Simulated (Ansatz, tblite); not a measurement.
Removing and adding an electron: tetramethylammonium hexafluorophosphate (C₄H₁₂F₆NP). The state is a singlet with charge 0. Geometry: r2SCAN-D4/def2-SVP. Ansatz, gas phase; energy differences of separate SCF runs; the oxidised species was run as a doublet alone; the reduced species was run as a doublet alone.

The xTB rows come from tblite. B3LYP takes the VWN-RPA correlation. HOMO above LUMO, or a gap near zero within one spin, warns that the state may not be the lowest or that an electron is smeared out.

**Question.** Estimate orbital energies and vertical ionisation energies and electron affinities at: GFN1-xTB; GFN2-xTB; PBE-D4/def2-TZVP; B3LYP-D4/def2-TZVP; PBE0-D4/def2-TZVP.

**Answer.** 
```tsv
level	−HOMO (eV)	vertical IE (eV)	−LUMO (eV)	vertical EA (eV)	HOMO–LUMO gap (eV)	IE − EA (eV)	remarks
GFN1-xTB	12.90	16.20	5.79	2.98	7.11	13.21	–
GFN2-xTB	12.02	15.14	3.55	0.44	8.47	14.71	–
PBE-D4/def2-TZVP	7.04	10.36	1.38	-0.55	5.66	10.91	HOMO above zero (-1 doublet), gap within one spin near zero (+1 doublet)
B3LYP-D4/def2-TZVP	8.92	11.45	0.84	-0.65	8.08	12.09	HOMO above zero (-1 doublet)
PBE0-D4/def2-TZVP	9.23	11.52	0.53	-0.78	8.70	12.30	HOMO above zero (-1 doublet)
```

Relaxing the reduced species (r2SCAN-D4/def2-SVP) changes its energy by -0.25 eV at PBE-D4/def2-TZVP, so the adiabatic electron affinity to this nearest minimum is -0.29 eV. At PBE0-D4/def2-TZVP it is -0.58 eV. The highest occupied level of the relaxed charge -1 doublet lies above zero (up to 2.18 eV). By energy differences, losing it releases 0.29 eV (each at its own geometry, to the charge 0 singlet, at PBE-D4/def2-TZVP).     A HOMO above zero means that the electron is unbound at that level or that self-interaction error raises the level; the energy of removing that electron tells which. Raw xTB energy differences between charge states are shifted by several eV; the methods need an empirical correction for them. Sets without diffuse functions give affinities that are too small. A negative affinity means that the extra electron isn't bound; its size then hangs on the basis.
